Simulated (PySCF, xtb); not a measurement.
Ge(H)(F)2(vinyl) (C2H4F2Ge), SMILES [F][GeH]([F])[CH]=C.

xtb 6.7.1 with GFN2-xTB at its own geometry gives an orbital gap of 4.77 eV and a dipole moment of 4.26 D.

Geometry optimised at ωB97X-D3(BJ)/def2-SVP. Other conformers were not sampled.

Task: What does PBE0/def2-TZVP (PySCF) give? (An estimate is asked for; the answer gives what the named calculation found.)

Result: gap 7.58 eV (levels -8.74 and -1.17 eV), dipole 3.16 D.
